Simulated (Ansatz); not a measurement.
Dimethylphenylsulfonium salts: binding per atom (eV) at several levels, gas phase, relaxed structures; Ansatz. Core potentials for I in the def2 sets, no spin–orbit coupling. Binding counts from free atoms in the multiplicity of their measured ground term, without zero-point energy. The structures are stationary points that may keep the symmetry of their start. Correlated methods freeze inner cores and use unrestricted references for open shells.

| species | state | geometry | PBE-D4/def2-SVP | PBE-D4/def2-TZVP | r2SCAN-D4/def2-TZVP | PBE0-D4/def2-SVP | PBE0-D4/def2-TZVP | MP2/def2-SVP |
| --- | --- | --- | --- | --- | --- | --- | --- | --- |
| dimethylphenylsulfonium chloride (C8H11ClS) | singlet | r2SCAN-D4/def2-SVP | 4.51 | 4.48 | 4.36 | 4.43 | 4.39 | 4.19 |
| dimethylphenylsulfonium bromide (C8H11BrS) | singlet | PBE-D4/def2-SVP | 4.50 | 4.46 | 4.35 | 4.41 | 4.37 | 4.19 |
| dimethylphenylsulfonium iodide (C8H11IS) | singlet | PBE0-D4/def2-SVP | 4.47 | 4.44 | 4.33 | 4.39 | 4.36 | 4.17 |
| dimethylphenylsulfonium hydroxide (C8H12OS) | singlet | PBE-D4/def2-SVP | 4.49 | 4.46 | 4.34 | 4.39 | 4.36 | 4.17 |
| dimethylphenylsulfonium tetrafluoroborate (C8H11BF4S) | singlet | PBE-D4/def2-SVP | 4.77 | 4.71 | 4.59 | 4.66 | 4.60 | 4.49 |
| dimethylphenylsulfonium dicyanamide (C10H11N3S) | singlet | PBE-D4/def2-SVP | 4.87 | 4.83 | 4.64 | 4.73 | 4.68 | 4.50 |
| dimethylphenylsulfonium mesylate (C9H14O3S2) | singlet | PBE0-D4/def2-SVP | 4.45 | 4.46 | 4.34 | 4.33 | 4.35 | 4.11 |
| dimethylphenylsulfonium 2,4-difluorobenzenesulfonate (C14H14F2O3S2) | singlet | PBE-D4/def2-SVP | 4.88 | 4.85 | 4.69 | 4.73 | 4.71 | 4.50 |
